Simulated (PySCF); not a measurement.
A series of related molecules.

All values: PBE0/pcSseg-1 (PySCF) at GFN2-xTB geometries, gas phase, one conformer each.

Question: Rank by HOMO energy, lowest first.
A. `CC(C)/C=C/[SiH2][SiH3]`
B. `CC/C=C(\[SiH2][SiH3])[S@@](C)=O`
C. `CC/C=C/[Si@H]([SiH3])P`

Answer: A (-7.39 eV), C (-7.21 eV), B (-6.87 eV).

Question: Rank by the highest IAO charge on any atom, lowest value first.
A. `C(C)(/C=C/[SiH2][SiH3])C`
B. `C[SiH2]C/C=C/[SiH2][SiH3]`
C. `CC/C=C/[Si@H]([SiH3])P`
D. `CC/C=C(\[SiH2][SiH3])[S@@](C)=O`

Answer: C (+0.441 e), A (+0.465 e), B (+0.774 e), D (+1.097 e).

Question: Rank by the highest Hirshfeld charge on any atom, lowest value first.
A. `CC/C=C(\[SiH2][SiH3])[S@@](C)=O`
B. `CC/C=C/[Si@H]([SiH3])P`
C. `C[SiH2]C/C=C/[SiH2][SiH3]`
D. `CC(C)/C=C/[SiH2][SiH3]`

Answer: B (+0.214 e), D (+0.242 e), A (+0.341 e), C (+0.353 e).

All values together:

| SMILES | formula | μ (D) | HOMO (eV) | LUMO (eV) | lowest IAO charge (e) | highest IAO charge (e) | lowest Hirshfeld charge (e) | highest Hirshfeld charge (e) |
| --- | --- | --- | --- | --- | --- | --- | --- | --- |
| C[SiH2]C/C=C/[SiH2][SiH3] | C4H14Si3 | 0.98 | -7.13 | -0.42 | -0.715 (C) | +0.774 (Si) | -0.213 (C) | +0.353 (Si) |
| CC/C=C/[Si@H]([SiH3])P | C4H13PSi2 | 1.56 | -7.21 | -0.40 | -0.429 (C) | +0.441 (Si) | -0.153 (C) | +0.214 (Si) |
| CC/C=C(\[SiH2][SiH3])[S@@](C)=O | C5H14OSSi2 | 4.63 | -6.87 | -0.88 | -0.897 (O) | +1.097 (S) | -0.308 (O) | +0.341 (S) |
| CC(C)/C=C/[SiH2][SiH3] | C5H14Si2 | 1.27 | -7.39 | -0.27 | -0.438 (C) | +0.465 (Si) | -0.151 (C) | +0.242 (Si) |

Conformers: `[CH3:1][SiH2:2][CH2:3]/[CH:4]=[CH:5]/[SiH2:6][SiH3:7]` with C1–Si2–C3–C4 -57°, Si2–C3–C4–C5 104°, C4–C5–Si6–Si7 111°; `[CH3:1][CH2:2]/[CH:3]=[CH:4]/[Si@H:5]([SiH3:6])[PH2:7]` with C1–C2–C3–C4 -123°, C3–C4–Si5–Si6 -8°, C4–Si5–P7–H 77° and 170°; `[CH3:1][CH2:2]/[CH:3]=[C:4](\[SiH2:5][SiH3:6])[S@@:7]([CH3:8])=[O:9]` with C1–C2–C3–C4 123°, C3–C4–Si5–Si6 127°, C3–C4–S7–C8 96°; `[CH3:1][CH:2]([CH3:3])/[CH:4]=[CH:5]/[SiH2:6][SiH3:7]` with C1–C2–C4–C5 120°, C4–C5–Si6–Si7 112°.
